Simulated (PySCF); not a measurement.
NICS in isomers of C6H9N3.

NICS = −σ at a ghost point: NICS(0) at the centroid of the ring atoms, NICS(1) 1 Å to either side along the normal of their mean plane, zz for the tensor component along that normal. Level: GIAO PBE0/pcSseg-1 (PySCF, non-relativistic, gas phase) on the PBE0-D3(BJ)/def2-SVP geometries, one conformer each. Atom numbers follow the mapped SMILES.

Question: Order these rings by mean NICS(1)zz, lowest (most negative) first (ppm).
A. ring N3–N4–C5–C7–N9 in `[CH2:1]=[CH:2][n:3]1[n:4][c:5]([CH3:6])[c:7]([CH3:8])[n:9]1`
B. ring C3–N4–C5–C6–N8–N9 in `[CH3:1][CH2:2][c:3]1[n:4][cH:5][c:6]([CH3:7])[n:8][n:9]1`
C. ring N4–C5–C6–N8–N9 in `[CH2:1]=[CH:2][CH2:3][n:4]1[cH:5][c:6]([CH3:7])[n:8][n:9]1`

Answer: C (-32.1), A (-28.4), B (-25.4).

```tsv
SMILES	ring	NICS(0)	NICS(1)	NICS(1)zz	HOMA	rms pucker (Å)	ring atoms with four or more neighbours
C=CCn1cc(C)nn1	5-membered ring with 3 N; formal bonds all aromatic	-12.5	-12.9	-32.1	0.96	0.00	0
C=Cn1nc(C)c(C)n1	5-membered ring with 3 N; formal bonds all aromatic	-10.7	-12.2	-28.4	0.93	0.00	0
CCc1ncc(C)nn1	6-membered ring with 3 N; formal bonds all aromatic	-3.7	-10.7	-25.4	0.98	0.00	0
```

NICS(0) gives the same order. The isotropic NICS(1) gives the same order. HOMA uses Krygowski's 1993 parameters. NICS(1) and NICS(1)zz are means over the two faces.
